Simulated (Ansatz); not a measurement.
Frontier orbitals of B₂FH₅Si, SMILES `FBB[SiH3]`.

```xyz
9

F     0.263   -0.019   -2.697
B    -0.193    0.671   -1.659
B     0.463    0.612   -0.132
Si   -0.092   -0.733    1.259
H    -1.172    1.354   -1.860
H     1.276    1.418    0.224
H    -0.287   -0.107    2.596
H    -1.312   -1.513    0.918
H     1.055   -1.684    1.352
```

Total charge 0; spin multiplicity 1. The geometry is a stationary point of PBE0-D4/def2-TZVP. It is one conformer, not always the lowest. Basis def2-TZVPP, the Gaussian-basis code of Ansatz.

```json
{"functional": "PBE", "HOMO (eV)": "-6.67", "LUMO (eV)": "-3.62", "gap (eV)": "3.05"}
{"functional": "revPBE", "HOMO (eV)": "-6.63", "LUMO (eV)": "-3.51", "gap (eV)": "3.12"}
{"functional": "r2SCAN", "HOMO (eV)": "-6.94", "LUMO (eV)": "-3.32", "gap (eV)": "3.62"}
{"functional": "PBE0", "HOMO (eV)": "-8.00", "LUMO (eV)": "-2.65", "gap (eV)": "5.35"}
{"functional": "HSE06 (plane-wave form)", "HOMO (eV)": "-7.59", "LUMO (eV)": "-3.03", "gap (eV)": "4.56"}
{"functional": "ωB97M-V", "HOMO (eV)": "-10.19", "LUMO (eV)": "-0.66", "gap (eV)": "9.53"}
```

A quarter of exact exchange (PBE0) shifts PBE's HOMO by −1.33 eV and its LUMO by +0.98 eV; full exchange at long range (ωB97M-V) shifts them by −3.52 and +2.96 eV. The gap opens from 3.05 to 9.53 eV, since occupied levels lose self-interaction and empty ones feel all the electrons.
